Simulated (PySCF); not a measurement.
A calculated (wB97X, PySCF 2.14, x2c-TZVPPall, scalar relativity by spin-free X2C-1e) atom or ion has these occupied shells.

```tsv
shell	electrons	orbital energy (eV)	rms radius, mean of both spins (bohr)
1s α	1	-7022.6	0.0675
1s β	1	-7022.6	0.0675
2s α	1	-828.71	0.289
2s β	1	-827.31	0.289
2p α	3	-705.26	0.261
2p β	3	-704.11	0.261
3s α	1	-97.784	0.876
3s β	1	-94.151	0.876
3p α	3	-62.963	0.944
3p β	3	-59.080	0.944
3d α	5	-8.939	1.48
4s α	1	-6.808	3.43
3d β	2	-6.706	1.48
```

Task: Name the element and its charge.

Result: Fe (iron, neutral), in [Ar] 3d7 4s1, high-spin 5F determinant (an excited configuration).
